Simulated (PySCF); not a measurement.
Absolute configuration from chiroptical data

The calculation used TDDFT CAM-B3LYP/def2-SVPD circular dichroism and optical rotation, one conformer, gas phase (PySCF). Geometry: GFN2-xTB.

The calculation is non-relativistic, which matters for the atoms heavier than Zn.

Values for one enantiomer of C$_{3}$H$_{4}$F$_{3}$PSe, R in 10⁻⁴⁰ esu² cm² (velocity form):
```
λ (nm)      f      R
   288  0.009   -0.6
   272  0.011   -2.9
   248  0.002  -16.5
   237  0.068   +9.6
   226  0.006  +14.4
   204  0.155   -0.2
   197  0.049   -3.1
   187  0.108   -5.2
   181  0.027   +8.0
   174  0.021   -3.7
   173  0.004   +4.7
   172  0.016  -13.1
   167  0.017   +3.0
   166  0.006   +2.6
   165  0.020  -23.4
   159  0.021   +8.5
```

[α] at 589.3 nm: -89 deg dm⁻¹ (g/mL)⁻¹ (origin-invariant length gauge).

(1) Which structure gives these signs?
A. FC(F)(F)[C@@H]1C[P@@H]1=[Se]
B. FC(F)(F)[C@H]1C[P@H]1=[Se]

Answers

(1) B. Its CIP labels in SMILES order are S, R; the other enantiomer gives every sign reversed.

The signs above follow by mirror symmetry from the run on the other enantiomer. Geometry of FC(F)(F)[C@@H]1C[P@@H]1=[Se] as run:
```xyz
12

F    -1.739   -1.671   -0.436
C    -1.272   -0.427   -0.608
F    -2.355    0.368   -0.717
F    -0.660   -0.395   -1.795
C    -0.375   -0.003    0.511
C     0.581    1.165    0.212
P     1.413   -0.450    0.408
Se    2.392   -1.604   -1.003
H    -0.899    0.004    1.461
H     0.659    1.932    0.972
H     0.533    1.560   -0.796
H     1.721   -0.480    1.765
```
